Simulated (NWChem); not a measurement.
System: AlH2Cl; SMILES [AlH2][Cl]

```xyz
4

Al     0.0000     0.0000     1.0857
H      0.0000    -1.4122     1.8182
H      0.0000     1.4122     1.8182
Cl     0.0000     0.0000    -1.0340
```
Atoms are numbered in this order, from 1.

Level: PBE-D3(BJ)/def2-SVP (NWChem), optimised geometry, unscaled harmonic frequencies. 

**Question.** List the harmonic frequencies with IR intensities, and the thermochemistry.

**Answer.** 
| frequency (cm⁻¹) | IR intensity (km/mol) |
|---|---|
| 510 | 64.1 |
| 520 | 43.0 |
| 590 | 196.7 |
| 770 | 258.0 |
| 1905 | 67.9 |
| 1925 | 212.6 |

```
Quantity                                                                            Value
-----------------------------------------------------------------------  ----------------
zero-point energy                                                            8.9 kcal/mol
thermal correction to the enthalpy at 298.15 K (with zero-point energy)     11.7 kcal/mol
heat capacity Cv                                                         10.2 cal/(mol K)
entropy at 298.15 K and 1 atm (symmetry number 2)                        60.6 cal/(mol K)
dipole moment                                                                      1.10 D
```

Rigid rotor and harmonic oscillator.
